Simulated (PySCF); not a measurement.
A structure optimised at PBE-D3(BJ)/def2-SVP, used in a PySCF frequency run:

```
Si
F 1 1.6330
Cl 1 2.0683 2 107.27
Cl 1 2.0683 2 107.27 3 -117.15
Ge 1 2.3757 2 110.67 3 121.43
H 5 1.5471 1 108.26 2 -180.00
H 5 1.5476 6 109.81 1 119.44
H 5 1.5476 6 109.81 7 121.12
```

Problem. Write its SMILES, formula and point group.

Solution. F[Si](Cl)(Cl)[GeH3], Cl₂FGeH₃Si, Cs

Problem. What are its rotational constants (standard atomic weights)?

Solution. 1.6985, 0.98627, 0.80975 GHz
